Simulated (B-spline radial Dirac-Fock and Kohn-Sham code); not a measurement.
X-ray form factors of thulium in several charge states

Calculated with an atomic code on a B-spline grid, using Dirac-Fock orbitals of the configuration average with a finite nucleus.

Configurations: Tm³⁺ [Xe] 4f12; Tm⁴⁺ [Xe] 4f11; Tm⁵⁺ [Kr] 4d10 4f11 5s2 5p5; Tm⁶⁺ [Kr] 4d10 4f11 5s2 5p4; Tm⁸⁺ [Kr] 4d10 4f11 5s2 5p2. The first column is f₀ of Tm³⁺, the others are differences from it.

```tsv
s (Å⁻¹)	Tm³⁺	Δ Tm⁴⁺	Δ Tm⁵⁺	Δ Tm⁶⁺	Δ Tm⁸⁺
0	66.000	-1.000	-2.000	-3.000	-5.000
0.05	65.408	-0.951	-1.899	-2.852	-4.768
0.1	63.719	-0.820	-1.625	-2.446	-4.126
0.15	61.162	-0.644	-1.250	-1.884	-3.221
0.2	58.040	-0.466	-0.858	-1.286	-2.233
0.25	54.657	-0.318	-0.518	-0.754	-1.324
0.3	51.254	-0.214	-0.265	-0.347	-0.598
0.35	47.993	-0.149	-0.104	-0.078	-0.091
0.4	44.957	-0.112	-0.017	+0.069	+0.208
0.45	42.171	-0.092	+0.018	+0.129	+0.343
0.5	39.626	-0.077	+0.026	+0.135	+0.365
0.6	35.160	-0.045	+0.014	+0.083	+0.248
0.7	31.363	-0.009	+0.008	+0.031	+0.097
0.8	28.111	+0.021	+0.013	+0.006	0.000
0.9	25.345	+0.037	+0.019	0.000	-0.042
1	23.027	+0.041	+0.022	+0.001	-0.048
1.1	21.114	+0.036	+0.021	+0.004	-0.037
1.2	19.552	+0.026	+0.017	+0.006	-0.022
1.4	17.218	+0.009	+0.007	+0.005	0.000
1.6	15.533	+0.001	+0.002	+0.003	+0.005
```
